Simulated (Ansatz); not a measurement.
Basis-set extrapolation for H8N2OSi2 (`N[SiH](O)N[SiH3]`) (PBE0-D4/def2-TZVP geometry, frozen core, Ansatz 0.2.0). Multiplicity 1, RHF reference.

```
                      def2-TZVPP   def2-QZVPP
                 HF  -766.546313  -766.574799
    MP2 correlation    -0.916037    -0.985787
CCSD(T) correlation    -0.995915      not run
```

Energies in hartree. Use E(X) = E(∞) + A·exp(−7.88·√X) for Hartree–Fock and E(X) = E(∞) + B·X^(−2.97) for correlation, with X = 3 and 4, and add CCSD(T) minus MP2 of the smaller set to the MP2 limit.

**Question.** What is the CCSD(T) energy at the basis-set limit?

**Answer.** HF limit: -766.574799 + (-0.028486) × 0.13774 = -766.57872. MP2 limit: -0.985787 + (-0.069750) × 0.74074 = -1.03745. Higher-order term: -0.995915 − (-0.916037) = -0.07988. Total: -767.69605 hartree, 403.9 kJ/mol below CCSD(T)/def2-TZVPP.
